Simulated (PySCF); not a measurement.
PySCF input for CH8O2Si3, SMILES C[Si@H]1O[SiH2][Si@@H]1O, TDA-PBE0/def2-SVPD. Geometry: B3LYP-D3(BJ)/def2-SVP. The structure was generated by enumeration; whether it is a known compound was not checked. Other conformers were not sampled.

```python
import numpy as np
from pyscf import gto, scf, dft, tdscf

mol = gto.M(
    atom='''
    C     2.53411868   -0.72061788   -1.02817165
    Si    1.26140025   -0.10580403    0.20389843
    O     0.68735660    1.43577431   -0.24517558
    Si   -1.01189237    1.48039464   -0.29401117
    Si   -0.99108372   -0.87434276    0.06401553
    O    -1.81518707   -1.62787720    1.31531556
    H     2.09999811   -0.79435971   -2.03731631
    H     3.39285587   -0.03073810   -1.07056034
    H     2.90599086   -1.71599176   -0.73483810
    H     1.86561876   -0.05480763    1.57082508
    H    -1.56206338    2.33904823    0.79848417
    H    -1.47821828    2.03488491   -1.59875731
    H    -1.29686644   -1.69189733   -1.14384709
    H    -1.72732227   -1.22907812    2.18928111
    ''',
    basis='def2-SVPD',
    charge=0,
    spin=0,
    max_memory=1600,
    verbose=4,
)
mf = dft.RKS(mol, xc='pbe0').density_fit(auxbasis='def2-universal-jkfit')
mf.grids.level = 3
mf.conv_tol = 1e-9
mf.max_cycle = 100
mf.kernel()
mf.grids = dft.Grids(mol).set(level=1).build(with_non0tab=True)  # coarser grid for the response kernel
td = tdscf.TDA(mf)
td.singlet = True
td.nstates = 6
td.conv_tol = 1e-4
td.positive_eig_threshold = 1e-6
td.kernel(x0=td.get_init_guess(mf, 11))
td.analyze()
tt = tdscf.TDA(mf)
tt.singlet = False
tt.nstates = 2
tt.conv_tol = 1e-4
tt.positive_eig_threshold = 1e-6
tt.kernel(x0=tt.get_init_guess(mf, 7))
tt.analyze(verbose=3)
```

It prints:

```
PySCF version 2.14.0

[INPUT] verbose = 4
[INPUT] num. atoms = 14
[INPUT] num. electrons = 72
[INPUT] charge = 0
[INPUT] spin (= nelec alpha-beta = 2S) = 0
[INPUT] symmetry False subgroup None
[INPUT] Mole.unit = angstrom
[INPUT] Symbol           X                Y                Z      unit          X                Y                Z       unit  Magmom
[INPUT]  1 C      2.534118680000  -0.720617880000  -1.028171650000 AA    4.788790272344  -1.361770433665  -1.942962827542 Bohr   0.0
[INPUT]  2 Si     1.261400250000  -0.105804030000   0.203898430000 AA    2.383701005958  -0.199940639575   0.385312189929 Bohr   0.0
[INPUT]  3 O      0.687356600000   1.435774310000  -0.245175580000 AA    1.298915723912   2.713220222586  -0.463314698631 Bohr   0.0
[INPUT]  4 Si    -1.011892370000   1.480394640000  -0.294011170000 AA   -1.912199446837   2.797540425874  -0.555600588863 Bohr   0.0
[INPUT]  5 Si    -0.991083720000  -0.874342760000   0.064015530000 AA   -1.872876797315  -1.652268355396   0.120971819419 Bohr   0.0
[INPUT]  6 O     -1.815187070000  -1.627877200000   1.315315560000 AA   -3.430206427152  -3.076242072424   2.485586175779 Bohr   0.0
[INPUT]  7 H      2.099998110000  -0.794359710000  -2.037316310000 AA    3.968421290004  -1.501122296289  -3.849969855009 Bohr   0.0
[INPUT]  8 H      3.392855870000  -0.030738100000  -1.070560340000 AA    6.411568374423  -0.058086590589  -2.023065842421 Bohr   0.0
[INPUT]  9 H      2.905990860000  -1.715991760000  -0.734838100000 AA    5.491526845889  -3.242754458410  -1.388642754896 Bohr   0.0
[INPUT] 10 H      1.865618760000  -0.054807630000   1.570825080000 AA    3.525508509251  -0.103571410236   2.968429190798 Bohr   0.0
[INPUT] 11 H     -1.562063380000   2.339048230000   0.798484170000 AA   -2.951871977412   4.420160546849   1.508916396101 Bohr   0.0
[INPUT] 12 H     -1.478218280000   2.034884910000  -1.598757310000 AA   -2.793427701526   3.845375174910  -3.021213455546 Bohr   0.0
[INPUT] 13 H     -1.296866440000  -1.691897330000  -1.143847090000 AA   -2.450722391740  -3.197222584583  -2.161557728481 Bohr   0.0
[INPUT] 14 H     -1.727322270000  -1.229078120000   2.189281110000 AA   -3.264166019162  -2.322621032495   4.137141707584 Bohr   0.0

nuclear repulsion = 451.870829000474
number of shells = 88
number of NR pGTOs = 302
number of NR cGTOs = 202
basis = def2-SVPD
ecp = {}


[settings echo left out]
init E= -1061.22549411288
  HOMO = -0.259958301039131  LUMO = -0.0933662824529837  gap/eV = 4.53320
cycle= 1 E= -1060.78800928373  delta_E= 0.437  |g|= 0.982  |ddm|= 4.58
  HOMO = -0.169736070561818  LUMO = -0.0313123483177602  gap/eV = 3.76670
cycle= 2 E= -1060.26059598337  delta_E= 0.527  |g|= 1.87  |ddm|= 3.49
  HOMO = -0.247480104836506  LUMO = -0.0394833133672128  gap/eV = 5.65988
cycle= 3 E= -1060.9733835714  delta_E= -0.713  |g|= 0.166  |ddm|= 2.51
  HOMO = -0.254204865067999  LUMO = -0.0411698488340644  gap/eV = 5.79698
cycle= 4 E= -1060.97754870247  delta_E= -0.00417  |g|= 0.101  |ddm|= 0.365
  HOMO = -0.254085963199292  LUMO = -0.0408723694064093  gap/eV = 5.80184
cycle= 5 E= -1060.97961004492  delta_E= -0.00206  |g|= 0.024  |ddm|= 0.114
  HOMO = -0.253386144413623  LUMO = -0.0402871049490279  gap/eV = 5.79872
cycle= 6 E= -1060.97973080357  delta_E= -0.000121  |g|= 0.00471  |ddm|= 0.0284
  HOMO = -0.253154990549485  LUMO = -0.0401192197971749  gap/eV = 5.79700
cycle= 7 E= -1060.97973678755  delta_E= -5.98e-06  |g|= 0.000833  |ddm|= 0.00774
  HOMO = -0.253254334928091  LUMO = -0.0402006247787967  gap/eV = 5.79749
cycle= 8 E= -1060.97973699415  delta_E= -2.07e-07  |g|= 0.000216  |ddm|= 0.00199
  HOMO = -0.2532355811586  LUMO = -0.0401805854417878  gap/eV = 5.79752
cycle= 9 E= -1060.97973701002  delta_E= -1.59e-08  |g|= 4.37e-05  |ddm|= 0.000565
  HOMO = -0.25323934975669  LUMO = -0.0401840100278492  gap/eV = 5.79753
cycle= 10 E= -1060.97973701058  delta_E= -5.67e-10  |g|= 1.01e-05  |ddm|= 0.000109
  HOMO = -0.253239451150867  LUMO = -0.0401836340379611  gap/eV = 5.79754
Extra cycle  E= -1060.97973701057  delta_E= 1.41e-11  |g|= 1.44e-05  |ddm|= 4.33e-05
converged SCF energy = -1060.97973701057
tot grids = 54552
Overwritten attributes  positive_eig_threshold  of <class 'pyscf.tdscf.rks.TDA'>


******** <class 'pyscf.tdscf.rks.TDA'> for <class 'pyscf.df.df_jk.DFRKS'> ********
nstates = 6 singlet
deg_eia_thresh = 1.000e-03
wfnsym = None
conv_tol = 0.0001
eigh lindep = 1e-12
eigh level_shift = 0
eigh max_cycle = 100


Excitation energies (eV)
[4.52021011 5.26822227 5.70075596 6.17562484 6.22103247 6.30830191]

** Singlet excitation energies and oscillator strengths **
Excited State   1:      4.52021 eV    274.29 nm  f=0.0029
      36 -> 37       -0.70265
Excited State   2:      5.26822 eV    235.34 nm  f=0.1515
      36 -> 38        0.69237
Excited State   3:      5.70076 eV    217.49 nm  f=0.0208
      35 -> 37        0.69103
Excited State   4:      6.17562 eV    200.76 nm  f=0.0004
      34 -> 37        0.25031
      35 -> 38       -0.64235
Excited State   5:      6.22103 eV    199.30 nm  f=0.0122
      34 -> 37        0.61880
      34 -> 38        0.22386
      35 -> 38        0.23194
Excited State   6:      6.30830 eV    196.54 nm  f=0.0156
      36 -> 39        0.58946
      36 -> 40       -0.36976

** Transition electric dipole moments (AU) **
state          X           Y           Z        Dip. S.      Osc.
  1         0.1240     -0.0878      0.0574      0.0264      0.0029
  2        -0.8451      0.6607     -0.1512      1.1735      0.1515
  3        -0.1038     -0.0477      0.3685      0.1488      0.0208
  4         0.0335     -0.0046      0.0357      0.0024      0.0004
  5         0.1627      0.1057     -0.2065      0.0803      0.0122
  6         0.0150      0.3003      0.1037      0.1012      0.0156

** Transition velocity dipole moments (imaginary part, AU) **
state          X           Y           Z        Dip. S.      Osc.
  1        -0.0120      0.0039      0.0015      0.0002      0.0007
  2        -0.0669      0.0474      0.0028      0.0067      0.0232
  3        -0.0107     -0.0156     -0.0091      0.0004      0.0014
  4         0.0157     -0.0005     -0.0218      0.0007      0.0021
  5         0.0388      0.0284     -0.0335      0.0034      0.0100
  6        -0.0019      0.0361      0.0112      0.0014      0.0041

** Transition magnetic dipole moments (imaginary part, AU) **
state          X           Y           Z
  1         0.4405      0.5559      0.0826
  2        -0.0358      0.3686      1.1413
  3        -0.0476     -0.0520     -0.0570
  4         0.0312     -0.0199     -0.1168
  5         0.6049     -0.5741      0.1524
  6        -0.0020     -0.1938     -0.0382


******** <class 'pyscf.tdscf.rks.TDA'> for <class 'pyscf.df.df_jk.DFRKS'> ********
nstates = 2 triplet
deg_eia_thresh = 1.000e-03
wfnsym = None
conv_tol = 0.0001
eigh lindep = 1e-12
eigh level_shift = 0
eigh max_cycle = 100


Excitation energies (eV)
[3.90480301 4.44997498]

** Triplet excitation energies and oscillator strengths **
Excited State   1:      3.90480 eV    317.52 nm  f=0.0000
Excited State   2:      4.44997 eV    278.62 nm  f=0.0000
```

Self-consistency was reached.

Cost: very roughly 4 core-minutes.
